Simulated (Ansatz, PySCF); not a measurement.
Gas-phase reaction (SMILES): O[Si](O)(O)F [fluoro(trihydroxy)silane] → [OH] (HO) + O[Si](O)F; the O-Si bond at the site shown breaks (other sites are not compared here).

Each molecule is optimised on its own at B3LYP-D3(BJ)/def2-TZVP (Ansatz, a first-principles code), one conformer each, not searched for the lowest. Cores are frozen in the correlated levels unless marked. UHF or UKS for open shells. Spin-orbit coupling is left out. No relativistic terms. CBS(X,Y): correlation extrapolated as X^-3; Hartree-Fock from the larger set (for Q and 5 zeta extrapolated as (X+1)exp(-9√X)). Thermal terms are rigid-rotor harmonic-oscillator values from B3LYP-D3(BJ) frequencies (Ansatz or PySCF) at 298.15 K and 1 atm. 1 Eh = 627.5095 kcal/mol.

```
species       E, CCSD(T)/CBS(cc-pV(Q+d)Z,cc-pV(5+d)Z) (Ansatz) (Eh)  E, PBE-D3(BJ)/def2-TZVPD (Ansatz + dftd3) (Eh)  H - E (Eh)
------------  -----------------------------------------------------  ----------------------------------------------  ----------
O[Si](O)(O)F                                             -616.44012                                      -616.73367     0.05355
[OH] (HO)                                                 -75.67633                                       -75.68460     0.01169
O[Si](O)F                                                -540.53533                                      -540.83555     0.03683
```

Work out ΔE and ΔH at 298.15 K at the first level, then ΔH at the second.


1. ΔE = [(-75.67633) + (-540.53533)] - [(-616.44012)] = 0.22846 Eh = 143.4 kcal/mol at CCSD(T)/CBS(cc-pV(Q+d)Z,cc-pV(5+d)Z).
2. The terms H - E add up to -0.00503 Eh, so ΔH = (0.22846 + (-0.00503))×627.5095 = 140.2 kcal/mol.
3. At PBE-D3(BJ)/def2-TZVPD the same steps give ΔE = 134.0 and ΔH = 130.8 kcal/mol, a shift of -9.4 from the first level.
4. These values are not checked against measurement here, since the tables used lack a sound gas-phase enthalpy of formation for at least one species.
